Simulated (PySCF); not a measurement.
PySCF input (M06-2X/def2-TZVPD):

```python
from pyscf import gto, scf, dft

mol = gto.M(
    atom='''
    Al    0.00000000    0.00000000    0.00000000
    I     0.00000000    0.00000000    2.36949813
    I    -0.00000000   -0.00000000   -2.36949813
    ''',
    basis='def2-tzvpd',
    ecp='def2-tzvp',
    charge=0,
    spin=1,
    symmetry='D2h',
    verbose=4,
)

mf = dft.UKS(mol, xc='m062x').density_fit(auxbasis='def2-universal-jkfit')
mf.grids.level = 4
mf.conv_tol = 1e-9
mf.max_cycle = 100
mf.max_memory = 1500
mf.kernel()
if not mf.converged:
    mf = mf.newton()
    mf.kernel(mf.make_rdm1())
mf.analyze()
```

Output:

```
ECP def2-tzvp not found for  Al
PySCF version 2.14.0

[INPUT] verbose = 4
[INPUT] num. atoms = 3
[INPUT] num. electrons = 63
[INPUT] charge = 0
[INPUT] spin (= nelec alpha-beta = 2S) = 1
[INPUT] symmetry D2h subgroup None
[INPUT] Mole.unit = angstrom
[INPUT] Symbol           X                Y                Z      unit          X                Y                Z       unit  Magmom
[INPUT]  1 Al     0.000000000000   0.000000000000   0.000000000000 AA    0.000000000000   0.000000000000   0.000000000000 Bohr   0.0
[INPUT]  2 I      0.000000000000   0.000000000000   2.369498130000 AA    0.000000000000   0.000000000000   4.477702518369 Bohr   0.0
[INPUT]  3 I      0.000000000000   0.000000000000  -2.369498130000 AA    0.000000000000   0.000000000000  -4.477702518369 Bohr   0.0

nuclear repulsion = 214.953985007154
point group symmetry = Dooh, use subgroup D2h
symmetry origin: [0. 0. 0.]
symmetry axis x: [1. 0. 0.]
symmetry axis y: [0. 1. 0.]
symmetry axis z: [0. 0. 1.]
num. orbitals of irrep Ag = 37
num. orbitals of irrep B1g = 9
num. orbitals of irrep B2g = 17
num. orbitals of irrep B3g = 17
num. orbitals of irrep Au = 7
num. orbitals of irrep B1u = 32
num. orbitals of irrep B2u = 21
num. orbitals of irrep B3u = 21
number of shells = 53
number of NR pGTOs = 277
number of NR cGTOs = 161
basis = def2-tzvpd
ecp = def2-tzvp

******** <class 'pyscf.df.df_jk.DFSymAdaptedUKS'> ********
method = DFSymAdaptedUKS
initial guess = minao
damping factor = 0
level_shift factor = 0
DIIS = <class 'pyscf.scf.diis.CDIIS'>
diis_start_cycle = 1
diis_space = 8
diis_damp = 0
SCF conv_tol = 1e-09
SCF conv_tol_grad = None
SCF max_cycles = 100
direct_scf = False
number electrons alpha = 32  beta = 31
XC library pyscf.dft.libxc version 7.1.2
    S. Lehtola, C. Steigemann, M. J. T. Oliveira, and M. A. L. Marques,  SoftwareX 7, 1–5 (2018)
XC functionals = m062x
    Y. Zhao and D. G. Truhlar,  Theor. Chem. Acc. 120, 215 (2008)
    Y. Zhao and D. G. Truhlar,  Theor. Chem. Acc. 120, 215 (2008)
radial grids:
    Treutler-Ahlrichs [JCP 102, 346 (1995); DOI:10.1063/1.469408] (M4) radial grids

becke partition: Becke, JCP 88, 2547 (1988); DOI:10.1063/1.454033
pruning grids: <function nwchem_prune>
grids dens level: 4
[...]
beta  HOMO (B3g) = -0.340132455794607  LUMO (Ag) = -0.0639055027197873
  HOMO = -0.200746376063  LUMO = -0.0639055027198  gap/eV = 3.72363
Extra cycle  E= -837.738811313222  delta_E= -1.64e-11  |g|= 2.13e-06  |ddm|= 1.68e-05
converged SCF energy = -837.738811313222  <S^2> = 0.75761465  2S+1 = 2.0076002
**** SCF Summaries ****
Total Energy =                        -837.738811313221504
Nuclear Repulsion Energy =             214.953985007154245
One-electron Energy =                -1801.885220889415905
Two-electron Energy =                  749.192424569040213
Two-electron Coulomb Energy =          812.208835934931471
DFT Exchange-Correlation Energy =      -63.016411365891244
HOMO-LUMO gap [eV] =                     3.723629827857102
Wave-function symmetry = Ag
alpha occupancy for each irrep:     Ag  B1g  B2g  B3g   Au  B1u  B2u  B3u
                                     9    1    3    3    1    7    4    4
beta  occupancy for each irrep:     Ag  B1g  B2g  B3g   Au  B1u  B2u  B3u
                                     8    1    3    3    1    7    4    4
**** MO energy ****
alpha MO #1 (Ag #1), energy= -56.915658233207 occ= 1
alpha MO #2 (Ag #2), energy= -7.10698429456858 occ= 1
alpha MO #3 (B1u #1), energy= -7.10698326578261 occ= 1
alpha MO #4 (Ag #3), energy= -5.09652418208479 occ= 1
alpha MO #5 (B1u #2), energy= -5.09652121017708 occ= 1
alpha MO #6 (B2u #1), energy= -5.09203780843784 occ= 1
alpha MO #7 (B3u #1), energy= -5.09203780843784 occ= 1
alpha MO #8 (B2g #1), energy= -5.09203776658666 occ= 1
alpha MO #9 (B3g #1), energy= -5.09203776658667 occ= 1
alpha MO #10 (Ag #4), energy= -4.44485419260536 occ= 1
alpha MO #11 (B1u #3), energy= -2.94445879117429 occ= 1
alpha MO #12 (B2u #2), energy= -2.94390926700528 occ= 1
alpha MO #13 (B3u #2), energy= -2.94390926700529 occ= 1
alpha MO #14 (Ag #5), energy= -2.06630819658395 occ= 1
alpha MO #15 (B1u #4), energy= -2.06627307182672 occ= 1
alpha MO #16 (B2g #2), energy= -2.06384151623215 occ= 1
alpha MO #17 (B3g #2), energy= -2.06384151623216 occ= 1
alpha MO #18 (B2u #3), energy= -2.06384120480803 occ= 1
alpha MO #19 (B3u #3), energy= -2.06384120480803 occ= 1
alpha MO #20 (Au #1), energy= -2.05951898521286 occ= 1
alpha MO #21 (B1g #1), energy= -2.05951471781045 occ= 1
alpha MO #22 (B1u #5), energy= -2.05951282334104 occ= 1
alpha MO #23 (Ag #6), energy= -2.05950855637722 occ= 1
alpha MO #24 (Ag #7), energy= -0.804901051275166 occ= 1
alpha MO #25 (B1u #6), energy= -0.797579570392008 occ= 1
alpha MO #26 (Ag #8), energy= -0.47818323480945 occ= 1
alpha MO #27 (B1u #7), energy= -0.405558296021387 occ= 1
alpha MO #28 (B2u #4), energy= -0.357528530428969 occ= 1
alpha MO #29 (B3u #4), energy= -0.357528530428967 occ= 1
alpha MO #30 (B2g #3), energy= -0.342693854626881 occ= 1
alpha MO #31 (B3g #3), energy= -0.342693854626882 occ= 1
alpha MO #32 (Ag #9), energy= -0.200746376063037 occ= 1
alpha MO #33 (B2u #5), energy= -0.0550970650615179 occ= 0
alpha MO #34 (B3u #5), energy= -0.0550970650615152 occ= 0
alpha MO #35 (Ag #10), energy= 0.00147202323679885 occ= 0
alpha MO #36 (B1u #8), energy= 0.00620926331624272 occ= 0
alpha MO #37 (B2u #6), energy= 0.0170365426270589 occ= 0
alpha MO #38 (B3u #6), energy= 0.017036542627058 occ= 0
alpha MO #39 (Ag #11), energy= 0.0211466906857062 occ= 0
alpha MO #40 (B2g #4), energy= 0.025194558622684 occ= 0
alpha MO #41 (B3g #4), energy= 0.0251945586226858 occ= 0
alpha MO #42 (Ag #12), energy= 0.0608770080076053 occ= 0
alpha MO #43 (B1g #2), energy= 0.0608792719617282 occ= 0
alpha MO #44 (B1u #9), energy= 0.0768909146861878 occ= 0
alpha MO #45 (Ag #13), energy= 0.10851945782753 occ= 0
alpha MO #46 (B1u #10), energy= 0.113742420653355 occ= 0
alpha MO #47 (B1u #11), energy= 0.120583275897936 occ= 0
alpha MO #48 (Au #2), energy= 0.120583988578568 occ= 0
alpha MO #49 (B2g #5), energy= 0.127166376823064 occ= 0
alpha MO #50 (B3g #5), energy= 0.127166376823066 occ= 0
alpha MO #51 (Ag #14), energy= 0.142646146468557 occ= 0
alpha MO #52 (B2g #6), energy= 0.155928094864752 occ= 0
alpha MO #53 (B3g #6), energy= 0.155928094864721 occ= 0
alpha MO #54 (Ag #15), energy= 0.174396066555087 occ= 0
alpha MO #55 (B1g #3), energy= 0.174396302690652 occ= 0
alpha MO #56 (Ag #16), energy= 0.176844660895927 occ= 0
alpha MO #57 (B2u #7), energy= 0.17721243045894 occ= 0
alpha MO #58 (B3u #7), energy= 0.177212430458965 occ= 0
alpha MO #59 (B1u #12), energy= 0.21475618751837 occ= 0
alpha MO #60 (Ag #17), energy= 0.223172604072824 occ= 0
alpha MO #61 (B1g #4), energy= 0.223177192513467 occ= 0
alpha MO #62 (B2u #8), energy= 0.239633462380699 occ= 0
alpha MO #63 (B3u #8), energy= 0.239633462380702 occ= 0
alpha MO #64 (B2g #7), energy= 0.277561390142812 occ= 0
alpha MO #65 (B3g #7), energy= 0.277561390142807 occ= 0
alpha MO #66 (B1u #13), energy= 0.284971844525164 occ= 0
alpha MO #67 (Ag #18), energy= 0.332779121503853 occ= 0
alpha MO #68 (B2u #9), energy= 0.3507030173598 occ= 0
alpha MO #69 (B3u #9), energy= 0.350703017359793 occ= 0
alpha MO #70 (Ag #19), energy= 0.370446771619449 occ= 0
alpha MO #71 (B1u #14), energy= 0.381662110015638 occ= 0
alpha MO #72 (Au #3), energy= 0.381664553538581 occ= 0
alpha MO #73 (B1u #15), energy= 0.394130847216081 occ= 0
alpha MO #74 (B2g #8), energy= 0.408417524498787 occ= 0
alpha MO #75 (B3g #8), energy= 0.408417524498709 occ= 0
alpha MO #76 (Ag #20), energy= 0.423132459284229 occ= 0
alpha MO #77 (B1g #5), energy= 0.423133570516309 occ= 0
alpha MO #78 (B2u #10), energy= 0.426918817901841 occ= 0
alpha MO #79 (B3u #10), energy= 0.426918817901877 occ= 0
alpha MO #80 (Ag #21), energy= 0.490563923516797 occ= 0
alpha MO #81 (B1u #16), energy= 0.541487965855231 occ= 0
alpha MO #82 (B2g #9), energy= 0.548400744118098 occ= 0
alpha MO #83 (B3g #9), energy= 0.548400744118091 occ= 0
alpha MO #84 (Ag #22), energy= 0.579482102972623 occ= 0
alpha MO #85 (B1u #17), energy= 0.681826296340073 occ= 0
alpha MO #86 (Au #4), energy= 0.681841674225796 occ= 0
alpha MO #87 (B2u #11), energy= 0.703931301539401 occ= 0
alpha MO #88 (B3u #11), energy= 0.703931301539403 occ= 0
alpha MO #89 (B1u #18), energy= 0.749036126885195 occ= 0
alpha MO #90 (Ag #23), energy= 0.780039427313686 occ= 0
alpha MO #91 (B1g #6), energy= 0.780132762697959 occ= 0
alpha MO #92 (B2u #12), energy= 0.794927963962972 occ= 0
alpha MO #93 (B3u #12), energy= 0.79492796396298 occ= 0
alpha MO #94 (Ag #24), energy= 0.800953153174508 occ= 0
alpha MO #95 (B2g #10), energy= 0.837707023857997 occ= 0
alpha MO #96 (B3g #10), energy= 0.83770702385798 occ= 0
alpha MO #97 (B2g #11), energy= 0.927128300658882 occ= 0
alpha MO #98 (B3g #11), energy= 0.927128300658878 occ= 0
alpha MO #99 (B2u #13), energy= 0.936792173294095 occ= 0
alpha MO #100 (B3u #13), energy= 0.936792173294102 occ= 0
alpha MO #101 (B1g #7), energy= 0.940032519859581 occ= 0
alpha MO #102 (Ag #25), energy= 0.940058964144556 occ= 0
[...]
```

This state (charge 0, doublet) is run at the relaxed geometry of the species with charge 1 and multiplicity 1.
